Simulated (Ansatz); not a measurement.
Cost and result up the ladder for the cluster TlCl₂ (3 atoms). The state is a doublet with charge 0. Geometry: r2SCAN-D4/def2-TZVP.

```xyz
3

Tl    1.015   -0.613    1.071
Cl   -1.500   -0.394    0.004
Cl    0.486    1.007   -1.075
```

Ansatz on 4 threads of Arm Neoverse V2 on a shared host. Times are rough, and most runs start from the orbitals of an earlier one. CAM-B3LYP-D4/def2-TZVP serves as the yardstick here, not as an exact answer. Binding counts from free atoms at the same level (Tl doublet, Cl doublet; other spins of the atoms weren't run), without zero-point energy or a counterpoise term.

In the def2 sets Tl takes a core potential; there is no spin–orbit coupling. B3LYP takes the VWN-RPA correlation. Correlated methods freeze 14 core orbitals; core or outer-core shells of Tl are correlated, in sets that lack core-valence functions. In the doublet, Cl2 and Cl3 lie 2.66 Å apart (atoms count from 1), so these atoms are partly bonded to each other. Another isomer (doublet) lies 0.28 eV lower at PBE0-D4/def2-TZVP; other spin states weren't run for this one.

Correlated methods converge slowly with the basis.

```
                         level  functions  wall time  binding energy per atom (eV)  difference from CAM-B3LYP-D4/def2-TZVP (eV)
PBE-D4/def2-TZVP (with forces)        124      1.6 s                          1.94                                         0.21
            B3LYP-D4/def2-TZVP        124      2.4 s                          1.79                                         0.06
        CAM-B3LYP-D4/def2-TZVP        124      2.4 s                          1.73                                         0.00
             PBE0-D4/def2-TZVP        124      2.5 s                          1.80                                         0.08
           r2SCAN-D4/def2-TZVP        124      3.5 s                          1.87                                         0.14
            CCSD(T)/def2-TZVPP        134       15 s                          1.64                                        -0.09
```
